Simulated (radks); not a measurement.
The numbers below are computed, except where a source is named.
Spherical quantum dot in the effective-mass picture: electrons in a hard-walled sphere of radius 1.98, all in effective atomic units (hartree* = m*/eps^2 hartree, bohr* = eps/m* bohr), one dielectric constant everywhere. Level of theory: non-relativistic Kohn-Sham, PBEsol, spin-polarised, spherical densities (a radial shooting solver with Libxc functionals). Levels are named by radial order and angular momentum (1s, 1p, 1d, 2s, ...), and open shells are averaged over m. Results are scaled to m* = 0.099 and eps = 5.1, for which hartree* = 103.6 meV and bohr* = 2.726 nm.

N = 4, configuration 1s2 1p(up 2, down 0). This is the lowest configuration that the search found. Occupied and some empty levels:

level    occupation  eigenvalue (meV)  <r> (nm)
1s up             1            393.88     2.898
1s down           1            410.02     2.870
1p up             2            511.45     3.301
1p down           0            530.02     3.293
1d up             0            672.08     3.558
1d down           0            691.47     3.557
2s up             0            791.72     2.625
2s down           0            802.19     2.634
1f up             0            870.72     3.744
1f down           0            890.26     3.745

Energy (meV): total 1239.43, kinetic 805.71, external 0, Hartree 654.27, exchange-correlation -220.55.
